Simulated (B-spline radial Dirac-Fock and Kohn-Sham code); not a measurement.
# Core and valence levels of Rh¹⁰⁺

System: rhodium as Rh¹⁰⁺, 1s2 2s2 2p6 3s2 3p6 3d10 4s2 4p5; nuclear rms radius 4.4945 fm (A = 103).

Input of the calculation (task.json; shells as n, l, electrons):

```json
{"items": [{
  "Z": 45,
  "q": 10,
  "cfg": [[1, 0, 2], [2, 0, 2], [2, 1, 6], [3, 0, 2], [3, 1, 6], [3, 2, 10], [4, 0, 2], [4, 1, 5]],
  "A": 103,
  "rrms": 4.4945,
  "do": ["binding"]
}]}
```

Run with: `python xray_run.py task.json out`

Model: Dirac-Fock energy differences between relaxed states, corrected for Breit and QED terms. Program: a B-spline atomic structure program. Correlation and solid-state effects are left out. Energies are counted from the vacuum level. Subshells whose hole state is unreliable or did not converge are left out.

All terms are in eV, carry their sign (relaxation lowers the binding energy) and add up to the binding energy; ⟨r⟩ is the mean radius of the orbital in the initial state.

```tsv
subshell	−ε (Koopmans)	relaxation	Breit	QED	binding energy	⟨r⟩ (bohr)
1s	23556.2	-52.49	-45.42	-22.75	23435.6	0.033
2s	3665.3	-23.71	-4.00	-2.71	3634.8	0.141
2p1/2	3397.5	-26.74	-6.78	0.25	3364.3	0.120
3s	847.2	-5.86	-0.55	-0.52	840.2	0.387
3p1/2	741.0	-6.16	-0.98	0.05	733.9	0.380
3d3/2	528.6	-6.98	-0.26	0.06	521.4	0.365
3d5/2	523.5	-6.85	-0.09	0.04	516.6	0.368
4s	272.5	-0.62	-0.11	-0.11	271.6	0.915
4p	231.5	-0.59	-0.13	0.01	230.8	0.975
```

For the deepest level, K (1s), the Breit terms make up -0.194 % of the binding energy, QED -0.097 % and orbital relaxation -0.224 %.

Spin-orbit splittings: 3d 4.80 eV.

Going to the tabulated ground configuration of the next ion removes an electron from N2,3 (4p), computed at 230.8 eV. NIST lists 228 ± 2.4 eV as the ionisation energy of this species (theoretical), -2.77 eV from the computed value. Where a p, d or f shell is open in either ion the computed value averages over both j values and all terms, while the table refers to the lowest levels; that difference holds spin-orbit splitting (largest in heavy or highly charged ions), term energies where several electrons share open shells, and correlation, and it can reach 10 % or more.
